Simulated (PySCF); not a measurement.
# Electron correlation in Cl⁺ (chlorine, charge +1)

[Ne] 3s2 3p4, high-spin 3P determinant. Computed with PySCF 2.14 in def2-TZVP, with no relativity, point nucleus. Frozen: [Ne]; 6 electrons correlated.

MP2 pair energies summed by pair of shells (mhartree):

| pair | energy | share (%) |
| --- | --- | --- |
| 3p-3p | -56.79 | 47.0 |
| 3s-3p | -55.01 | 45.5 |
| 3s-3s | -9.07 | 7.5 |

Total MP2 correlation energy: -120.87 mhartree.

Same-spin part -28.03 and opposite-spin part -92.83 mhartree; SCS-MP2 scales them by 1/3 and 6/5 to -120.75 mhartree.

```json
{"level": "CCSD", "correlation energy (mhartree)": "-146.51"}
{"level": "(T)", "correlation energy (mhartree)": "-4.33"}
{"level": "CCSD(T)", "correlation energy (mhartree)": "-150.84"}
```

Diagnostics: T1 = 0.0087, D1 = 0.0281, largest double amplitude 0.060.

Cost of the coupled-cluster step: 0.39 s of wall time on 1 thread of Neoverse-V2 (shared host), for 6 correlated electrons.
